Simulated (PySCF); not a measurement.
**Electron correlation in Os⁶⁸⁺ (osmium, charge +68)**

[He] 2s2 2p4, high-spin 3P determinant. All numbers are calculated (PySCF 2.14, no relativity, point nucleus, in an even-tempered Gaussian basis (17 s from 46 bohr⁻², ratio 2.2; 10 p from 59 bohr⁻², ratio 2.2; 5 d from 230 bohr⁻², ratio 2.4; 5 f from 350 bohr⁻², ratio 2.4; 4 g from 520 bohr⁻², ratio 2.4)). Frozen: nothing; 8 electrons correlated; the 11 highest virtual orbitals of each spin left out.

MP2 pair energies summed by pair of shells (mhartree):

```tsv
pair	energy	share (%)
2s-2p	-92.64	33.9
2p-2p	-86.58	31.6
1s-1s	-36.74	13.4
1s-2p	-34.20	12.5
2s-2s	-13.40	4.9
1s-2s	-10.11	3.7
```

Total MP2 correlation energy: -273.67 mhartree.

At this charge a non-relativistic calculation is a model, useful for the Z dependence of the correlation energy.

Spin-orbit coupling is strong in this species, so the high-spin LS determinant is a model state.
